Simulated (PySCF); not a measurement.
Vertical excitations of a molecule C2H13NSi3 from PySCF with TDA-PBE/def2-SVPD, as energy in eV (oscillator strength): 4.97 (0.006), 5.42 (0.004), 5.91 (0.022), 5.95 (0.008), 6.14 (0.006), 6.33 (0.012). Lowest triplet (TDA): 4.68 eV. Coordinates come from a B3LYP-D3(BJ)/def2-SVP optimisation. One conformer was computed; it need not be the lowest.

Question: Which molecule gave these data?
A) [SiH3]CNC[SiH2][SiH3]
B) C[Si@@H]([SiH3])NC[SiH3]
C) C[Si@H](C[SiH3])[SiH2]N
D) N[C@H]([SiH3])[SiH2]C[SiH3]

Answer: C, C[Si@H](C[SiH3])[SiH2]N
